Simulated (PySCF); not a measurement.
C₂H₄N, SMILES [NH+]#CC, charge +1. The structure is a stationary point at B3LYP-D3(BJ)/def2-TZVP. The isomer is the one that the SMILES or the coordinates give; other isomers of the formula were not compared.

Computed equilibrium geometry at B3LYP-D3(BJ)/def2-TZVP (PySCF confirms it by a frequency run) as Cartesian coordinates in Å, and its point group:
point group C3v.
```xyz
7

C      0.0000     0.0000    -1.2658
C      0.0000     0.0000     0.1678
N      0.0000     0.0000     1.3058
H     -0.8952     0.5168    -1.6225
H      0.0000    -1.0337    -1.6225
H      0.8952     0.5168    -1.6225
H      0.0000     0.0000     2.3152
```
Charge +1, spin multiplicity 1.
